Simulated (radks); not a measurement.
The numbers below are computed, except where a source is named.
Valence configurations of the ytterbium ion Yb+ (all share [Xe]). Code: a radial shooting solver on a logarithmic mesh with Libxc functionals. Model: Dirac Kohn-Sham, PBE, spin-unpolarised, spherical densities, finite nucleus; open shells fill j = l - 1/2 first; Fermi nuclear charge, rms radius 5.3108 fm. Energies are relative to 4f14 6s1; eigenvalues in eV.

valence           E (eV)  e(4f5/2)  e(4f7/2)  e(5d3/2)  e(6p1/2)  e(6s1/2)
4f14 6s1           0.000   -10.475    -9.157         -         -    -9.274
4f13.5 6s1 6p0.5   2.584   -15.214   -13.859         -    -6.727   -10.449
4f14 5d1           2.783    -8.963    -7.647    -5.704         -         -
4f13 6s2           3.210   -19.163   -17.771         -         -   -10.923
4f14 6p1           3.449   -11.727   -10.409         -    -6.521         -
4f13.5 5d1 6p0.5   4.751   -13.238   -11.885    -7.275    -6.159         -
4f13 5d1 6s1       4.856   -16.859   -15.468    -8.116         -   -10.025
4f13 5d2           6.987   -14.948   -13.559    -6.925         -         -
4f13 6s1 6p1       7.214   -20.383   -18.990         -    -7.532   -11.574
4f12 5d2 6s1      14.976   -23.987   -22.522    -9.514         -   -10.588

NIST lists [Xe] 4f14 6s1 as the ground configuration; this level of theory agrees among the configurations tried. The energies are those of spherical spin-averaged densities, not of single terms.
